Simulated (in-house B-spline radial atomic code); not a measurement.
How numerical settings move a run on the gadolinium ion Gd²⁺, [Xe] 4f7 5d1. Computed with an all-electron radial atomic-structure program (B-spline basis): scalar-relativistic (X2C) LC-wPBE, spin-polarised, spherical fractional occupations, Fermi nucleus of rms radius 5.1569 fm.

Command:
```bash
python run_scf.py task.json out
```
Settings of the sound reference run:
```
Z                64
electrons        62
configuration    [Xe] 4f7 5d1
hamiltonian      x2c
method           lc_wpbe
spin_polarised   True
nucleus          fermi
rms_radius       5.1569
mass_number      158
atomic_mass      157.9241
speed_of_light   137.036
knot_spacing     0.22
spline_order     8
gauss_points     12
box_radius       22.22
max_iterations   70
damping          0.5
damped_steps     3
diis_vectors     10
tolerance        1e-08
start            Thomas-Fermi
```

Time taken, with all properties: 2.4 s on 1 thread of Arm Neoverse N1 (shared host).

It converges in 11 iterations to -11269.705052 hartree, with 5d up at -13.426 eV. The other runs change the listed settings, some to values that make no sense; their results aren't properties of the atom or ion. Radii are in bohr (the nuclear one in fm), a minus after a letter asks for a j subshell, and «unchanged» means within 1e-8 hartree. The run stops when the residual is below 10 × tolerance × max(1, Z/10), or a noise floor if that is larger, and the energy moves by less than 1e-8 × √|E| hartree; so very loose and very tight tolerances often act alike.

```tsv
changed settings	outcome
max_iterations = 12	converged in 11 iterations, energy unchanged
gauss_points = 5	converged in 11 iterations, energy +5.84e-06 hartree from the reference, 5d up level +5.1e-06 eV
knot_spacing = 0.75, spline_order = 7, max_iterations = 60, diis_vectors = 1, start = bare nucleus	not converged after 60 iterations, last residual 2.7e+00, last energy +6.22e+01 hartree from the reference
max_iterations = 2	not converged after 2 iterations, last residual 1.1e+00, last energy +2.72e+01 hartree from the reference
electrons = 70, configuration = [Xe] 4f7 5d1 7s2 7p6, max_iterations = 100	not converged after 100 iterations, last residual 7.9e-03
max_iterations = 3	not converged after 3 iterations, last residual 2.5e-01, last energy +1.24e+00 hartree from the reference
gauss_points = 8	converged in 11 iterations, energy +2.39e-06 hartree from the reference, 5d up level -7.6e-07 eV
max_iterations = 8, tolerance = 1e-10	not converged after 8 iterations, last residual 1.5e-04, last energy +5.59e-07 hartree from the reference
gauss_points = 3	not converged after 70 iterations, last residual 9.4e+00, last energy +6.71e+02 hartree from the reference
start = bare nucleus	converged in 14 iterations, energy unchanged, 5d up level +4.5e-06 eV
electrons = 63, configuration = [Xe] 4f7 5d1 6p-1, max_iterations = 50	stopped with error: j subshells need the Dirac Hamiltonian and l > 0
gauss_points = 6	converged in 11 iterations, energy -2.82e-07 hartree from the reference
```

Question: What happens with knot_spacing = 0.1, first_knot = 0.0469, max_iterations = 3?

Answer: Not converged after 3 iterations, last residual 1.1e-01, last energy +1.41e+01 hartree from the reference.

Question: What happens with hamiltonian = dirac, method = hf, spin_polarised = False, speed_of_light = 57.60993?

Answer: Converged in 12 iterations to -12915.5344 hartree, a different physical problem.

Question: What happens with gauss_points = 4?

Answer: Converged in 11 iterations, energy +5.80e-07 hartree from the reference, 5d up level -3.0e-07 eV.

Question: What happens with max_iterations = 5?

Answer: Not converged after 5 iterations, last residual 2.7e-02, last energy +1.31e-02 hartree from the reference.
